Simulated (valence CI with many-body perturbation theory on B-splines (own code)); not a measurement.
## Ni⁷⁺: E2, M1 decay

Computed by valence CI with perturbative core correlation (CI+MBPT): three valence electrons over a frozen Dirac-Fock core [Ar], radial functions for each j: 9 s, 9 p, 10 d, 8 f, 5 g, 3 h, 1 i, with the one-electron correlation potential Σ1 (screened to all orders), the two-electron term Σ2, the three-electron term Σ3, Breit, model QED; selected single and double excitations, second order for the rest, scaled by the run's own slope (own B-spline code, finite nucleus).

Against 6 measured levels this calculation errs by 360 cm⁻¹ on average and by 837 at most. These come from a selection out of Corliss and Sugar, J. Phys. Chem. Ref. Data 10, 197 (1981). Levels without a partner in it may be off by more, other configurations by 1,000 to 8,000 cm⁻¹. The list stops below the first excitations out of the core. Only levels of the ground parity were solved; by the run's estimate the other parity begins above the list, which can be wrong where configurations are misplaced.

Lines 51 to 88 of 88 in falling wavelength, among levels below 395430 cm⁻¹, chosen from the decays that carry over 1 % of a level's rate. Wavelengths and rates use the calculated energies. Electric multipoles are in the length gauge, E1 and E2 with the static RPA response of the core. Weak lines are less certain than strong ones. Lines between different terms over intervals too small for the method are left out, as are lines whose strength nearly cancels and 1 of this kind that miss the measured wavelength by over 7 %. The highest levels of a list are the least certain. Branching is blank where the lifetime is uncertain.

Names give the largest LS component (configuration and term), which can be under half, so a name can repeat, a term be missing and a line seem to break the LS rules; names also repeat where a configuration has a term twice. Letters in brackets count levels of one name in rising energy.

| λ vac (Å) | Upper | Lower | Type | A (s⁻¹) | Branch % |
| --- | --- | --- | --- | --- | --- |
| 3059 | 3d3 2F_5/2 | 3d3 2G_7/2 | M1 | 5.69e-01 | 25.6 |
| 3059 | 3d3 2F_5/2 | 3d3 2G_7/2 | E2 | 1.84e-01 | 8.3 |
| 3048 | 3d3 2F_5/2 | 3d3 4P_5/2 | M1 | 2.82e-02 | 1.3 |
| 3022 | 3d3 2H_9/2 | 3d3 4F_7/2 | M1 | 3.76e-02 | 2.8 |
| 3020 | 3d3 2P_3/2 | 3d3 4F_3/2 | M1 | 1.47e+00 | 28.0 |
| 2890 | 3d3 2D_5/2 [a] | 3d3 4F_7/2 | M1 | 3.93e+00 | 77.0 |
| 2791 | 3d3 2D_5/2 [a] | 3d3 4F_5/2 | M1 | 5.23e-01 | 10.2 |
| 2752 | 3d3 2D_3/2 [a] | 3d3 4F_5/2 | M1 | 2.55e+00 | 47.0 |
| 2719 | 3d3 2D_5/2 [a] | 3d3 4F_3/2 | M1 | 1.59e-01 | 3.1 |
| 2682 | 3d3 2D_3/2 [a] | 3d3 4F_3/2 | M1 | 1.33e+00 | 24.5 |
| 1888 | 3d3 2D_5/2 [b] | 3d3 2D_3/2 [a] | E2 | 1.93e+00 | 5.8 |
| 1888 | 3d3 2D_5/2 [b] | 3d3 2D_3/2 [a] | M1 | 1.04e+00 | 3.1 |
| 1870 | 3d3 2D_5/2 [b] | 3d3 2D_5/2 [a] | E2 | 8.91e-01 | 2.7 |
| 1850 | 3d3 2F_7/2 | 3d3 4F_9/2 | M1 | 9.84e-01 | 31.5 |
| 1850 | 3d3 2D_3/2 [b] | 3d3 2D_5/2 [a] | M1 | 3.30e+00 |  |
| 1850 | 3d3 2D_3/2 [b] | 3d3 2D_5/2 [a] | E2 | 4.52e-01 |  |
| 1818 | 3d3 2D_5/2 [b] | 3d3 2H_9/2 | E2 | 4.71e-01 | 1.4 |
| 1802 | 3d3 2F_7/2 | 3d3 4F_7/2 | M1 | 5.11e-02 | 1.6 |
| 1781 | 3d3 2F_5/2 | 3d3 4F_7/2 | M1 | 1.31e-01 | 5.9 |
| 1769 | 3d3 2D_5/2 [b] | 3d3 2P_1/2 | E2 | 7.37e-01 | 2.2 |
| 1763 | 3d3 2F_7/2 | 3d3 4F_5/2 | M1 | 3.82e-01 | 12.2 |
| 1751 | 3d3 2D_3/2 [b] | 3d3 2P_1/2 | E2 | 1.84e+00 |  |
| 1750 | 3d3 2D_5/2 [b] | 3d3 2P_3/2 | M1 | 1.62e+00 | 4.9 |
| 1750 | 3d3 2D_5/2 [b] | 3d3 2P_3/2 | E2 | 6.81e-01 | 2.1 |
| 1743 | 3d3 2F_5/2 | 3d3 4F_5/2 | M1 | 1.12e-01 | 5.0 |
| 1732 | 3d3 2D_3/2 [b] | 3d3 2P_3/2 | E2 | 2.85e+00 |  |
| 1715 | 3d3 2F_5/2 | 3d3 4F_3/2 | M1 | 8.52e-01 | 38.4 |
| 1575 | 3d3 2D_5/2 [b] | 3d3 2G_9/2 | E2 | 1.27e+01 | 38.3 |
| 1547 | 3d3 2D_5/2 [b] | 3d3 2G_7/2 | E2 | 1.23e+00 | 3.7 |
| 1544 | 3d3 2D_5/2 [b] | 3d3 4P_5/2 | M1 | 5.17e+00 | 15.6 |
| 1533 | 3d3 2D_3/2 [b] | 3d3 2G_7/2 | E2 | 1.58e+01 |  |
| 1531 | 3d3 2D_3/2 [b] | 3d3 4P_5/2 | M1 | 4.17e-01 |  |
| 1513 | 3d3 2D_5/2 [b] | 3d3 4P_3/2 | M1 | 7.96e-01 | 2.4 |
| 1500 | 3d3 2D_3/2 [b] | 3d3 4P_3/2 | M1 | 1.89e+00 |  |
| 1494 | 3d3 2D_3/2 [b] | 3d3 4P_1/2 | M1 | 5.04e-01 |  |
| 1135 | 3d3 2D_5/2 [b] | 3d3 4F_7/2 | M1 | 9.56e-01 | 2.9 |
| 1112 | 3d3 2D_3/2 [b] | 3d3 4F_5/2 | M1 | 9.88e-01 |  |
| 1101 | 3d3 2D_3/2 [b] | 3d3 4F_3/2 | M1 | 4.66e-01 |  |
